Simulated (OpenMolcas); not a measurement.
Computed transition rates of Rh2+

```json
{
 "Program": "OpenMolcas",
 "Method": "MS-CASPT2, IPEA 0.25 Eh, imaginary shift 0.1 Eh (closed shells correlated: 4s 4p)",
 "Basis": "ANO-RCC-VQZP [8s7p5d3f2g1h]",
 "Scalar Hamiltonian": "DKH2, point nucleus",
 "Active space": "7 electrons in 5 orbitals (4d)",
 "State averaging": "2S+1 = 4 even, 10 roots; 2S+1 = 2 even, 40 roots",
 "Spin-orbit coupling": "RASSI with atomic mean-field integrals over the reference wave functions, term energies averaged over their components"
}
```

Rates come from the transition moments of the reference wave functions (E1 and E2 in the length form). At fixed line strength A goes as λ^-3 for E1 and M1 and as λ^-5 for E2, so a rate at the computed wavelength can be rescaled to the measured one. Measured vacuum wavelengths follow from level energies in the list in Shadmi, J. Res. Natl. Bur. Stand. 70A, 435 (1966). Branching counts decays inside the model space alone, at computed energies, and the table is only a selection of the E2 and M1 lines, drawn from those between levels with measured partners whose computed energy lies within a factor of 1.5 of the measured one.

```csv
Upper,Lower,Type,λ computed (nm),λ measured (nm),A computed (s-1),A rescaled (s-1),Branching %
4d7 4F 7/2,4d7 4F 9/2,M1,4696,4656,3.23e-01,3.31e-01,100.0
4d7 4F 5/2,4d7 4F 7/2,M1,7425,7474,1.39e-01,1.36e-01,100.0
4d7 4P 3/2 [74 %],4d7 4F 5/2,M1,1234,1331,5.67e-02,,58.0
4d7 4P 5/2,4d7 4F 7/2,M1,1043,1122,5.47e-02,,40.4
4d7 4P 5/2,4d7 4F 9/2,E2,853.3,904,4.68e-02,3.51e-02,34.6
4d7 4F 3/2,4d7 4F 5/2,M1,11770,11960,3.89e-02,3.71e-02,100.0
4d7 4P 3/2 [74 %],4d7 4F 3/2,M1,1379,1498,2.82e-02,,28.8
4d7 4P 5/2,4d7 4F 5/2,M1,1213,1320,1.87e-02,,13.8
4d7 4P 5/2,4d7 4F 3/2,M1,1353,1484,9.11e-03,,6.7
4d7 4P 3/2 [74 %],4d7 4F 7/2,E2,1058,1130,8.87e-03,6.38e-03,9.1
4d7 4P 5/2,4d7 4F 7/2,E2,1043,1122,5.62e-03,3.90e-03,4.1
```

Spin-changing lines and M1 lines between different terms are not rescaled, since their strength hangs on the term gaps too.

The largest correction is for 4d7 4P 5/2 → 4d7 4F 7/2 (E2): 5.62e-03 × (1043 / 1122)^5 = 3.90e-03 s-1, a factor of 0.69.

The computed rate and branching of 4d7 4F 7/2 → 4d7 4F 9/2 give the upper level a radiative lifetime of 1.000 / 3.23e-01 s-1 = 3.10e+00 s, counting decays inside the model space alone. The rescaled rate gives about 3.0e+00 s.

These are rates of the free ion; in crystals, glasses and complexes forced electric-dipole and non-radiative decay shorten such lifetimes by orders of magnitude. No measured rate stands beside these. Rescaling mends the energy factor alone: line strengths can still be far off where a level mixes with configurations outside the active space, and weak or spin-changing lines hang on small mixing coefficients that depend on the term gaps too, so rescaling need not improve them.

CASPT2 breaks the degeneracy within a term, and the mean is taken; among the terms shown or strongly mixed into the levels shown the widest spread is 1100 cm-1 (4d7 4F). Levels of configurations with an s electron are missing; early in the row they begin among the upper levels of the d shell and mix with terms of their name. Computed and measured levels are paired by configuration, term and J; levels that our copy of the source lacks, or whose pairing is in doubt (as where it misses far off the trend of its configuration), stay unpaired. Levels of configurations outside the active space are missing.

A share in square brackets marks a mixed level and gives the weight of the term that names it.
